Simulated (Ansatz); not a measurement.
Relaxation of CH$_{7}$GaInN (11 atoms, charge 0, multiplicity 1), to a largest force component of 0.02 eV/Å in at most 50 steps.

Computed with RKS BLYP-D4/def2-SVP in Ansatz 0.2.0.

```xyz
11
Properties=species:S:1:pos:R:3
C -0.866 1.400 -0.089
N 0.171 1.091 0.886
Ga 1.130 -0.491 0.970
In 0.391 -2.206 -0.973
H -0.618 2.281 -0.692
H -1.839 1.568 0.386
H -0.969 0.539 -0.774
H 0.304 1.871 1.522
H 2.159 -0.445 2.241
H 1.290 -2.490 -2.499
H -1.153 -3.116 -0.979
```

Q: Where does it end, and by what steps?

A: The forces met the threshold. After 7 steps the energy has fallen by 0.081 eV; H11 moved furthest, 0.28 Å.

```
step  energy less start (eV)  largest force component (eV/Å)  accepted
   0                  0.0000                           0.574       yes
   1                 -0.0507                           0.284       yes
   2                 -0.0738                           0.160       yes
   3                 -0.0736                           0.270        no
   4                 -0.0771                           0.056       yes
   5                 -0.0790                           0.048       yes
   6                 -0.0808                           0.040       yes
   7                 -0.0810                           0.019       yes
```

```xyz
11
Properties=species:S:1:pos:R:3
C -0.905 1.513 -0.076
N 0.130 1.075 0.851
Ga 1.063 -0.525 0.900
In 0.430 -2.292 -0.979
H -0.607 2.407 -0.674
H -1.863 1.767 0.435
H -1.135 0.703 -0.802
H 0.356 1.785 1.557
H 2.111 -0.562 2.094
H 1.419 -2.544 -2.422
H -1.000 -3.328 -0.884
```

Whether the end is a true minimum wasn't checked by a vibrational analysis.

The run took 37 s on 2 threads of Intel(R) Xeon(R) Platinum 8259CL CPU @ 2.50GHz (Skylake/Cascade Lake), on a shared host, peak memory 0.2 GiB.
